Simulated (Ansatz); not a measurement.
Compare A (`F[SiH](F)S[SiH2]`•) with its isomer B (`F[SiH]S[SiH2]F`•).

Program: Ansatz. Geometries: PBE0-D4/def2-TZVP. ΔE: electronic, gas phase. CBS: MP2 limit from def2 TZ/QZ plus the TZ coupled-cluster correction, frozen cores. DFT in def2-TZVPP. B3LYP here is the variant with VWN-RPA as its local correlation; programs differ in this. Open shells (•) are unrestricted, without spin–orbit coupling. One conformer a species, not always the lowest.

Task: Which is lower in electronic energy at CCSD(T)/CBS, and by how much? (Best estimate.)

Result: The calculation gave: A, by 24.2 kJ/mol.

Task: Give E(B) − E(A) in kJ/mol with CCSD(T)/def2-TZVPP, B2PLYP, PBE-D4, B3LYP-D4, PBE0-D4, r2SCAN-D4, LDA (SPW92). (Best estimate.)

Result: Computed: CCSD(T)/def2-TZVPP 26.2, B2PLYP 22.1, PBE-D4 19.8, B3LYP-D4 22.4, PBE0-D4 23.0, r2SCAN-D4 23.9, LDA (SPW92) 22.0. None reverses the order clearly.

Task: Does the order hold for the free energy at 298.15 K (harmonic terms from PBE0-D4)? (Best estimate.)

Result: Ansatz gave: Yes: G(B) − G(A) = +25.4 kJ/mol, for one conformer each. Modes under 60 cm⁻¹, often nearly free rotors, make the harmonic entropy too high.

Largest T1 diagnostic: 0.014.

From PBE to PBE0 (25 % exact exchange), in def2-TZVPP and without D4, E(B) − E(A) moves by +3.4 kJ/mol. At CCSD(T), def2-SVP lies +6.2 kJ/mol from the extrapolated value and def2-TZVPP +2.0 kJ/mol.
